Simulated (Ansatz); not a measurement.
**Relaxing a trial structure of AlBGaH3**

The starting geometry of this gas-phase singlet was optimised with GFN2-xTB.

```yaml
atoms:
  - { symbol: Al, position_ang: [0.0942, -0.8791, -0.2837] }
  - { symbol: B, position_ang: [-1.0034, -0.0002, 1.2106] }
  - { symbol: Ga, position_ang: [1.2639, 0.0520, 1.9672] }
  - { symbol: H, position_ang: [-0.7635, 1.1368, 0.7581] }
  - { symbol: H, position_ang: [-2.1709, -0.2292, 1.0766] }
  - { symbol: H, position_ang: [0.4137, -1.5042, -1.8098] }
```

Problem. Predict what it relaxes into with B3LYP-D3(BJ)/def2-SVP.

Solution. It rearranges, giving a structure given below by its coordinates. Contacts that open: Al1–Ga3 (2.70 → 3.48 Å). Contacts that close: B2–Ga3 (2.39 → 2.18 Å).

The energy falls by 0.97 eV over 24 steps:

```csv
step,E − E(last) (eV)
1,0.974
4,0.332
6,0.272
9,0.236
11,0.223
14,0.099
16,0.061
19,0.018
21,0.003
24,0.000
```

Final geometry (Å):

```csv
atom,x (Å),y (Å),z (Å)
Al,-0.3828,-0.7745,-0.8475
B,-0.7522,0.1210,0.8744
Ga,0.8424,-0.0812,2.3400
H,-0.7152,1.3442,0.8759
H,-1.5964,-0.4009,1.5904
H,0.4384,-1.6325,-1.9144
```

Frequencies at the end are all real (lowest 105 cm⁻¹). Run with Ansatz 0.2.0, 79 s on 2 threads of Intel(R) Xeon(R) Processor @ 2.50GHz (Skylake/Cascade Lake), with other jobs on the host.
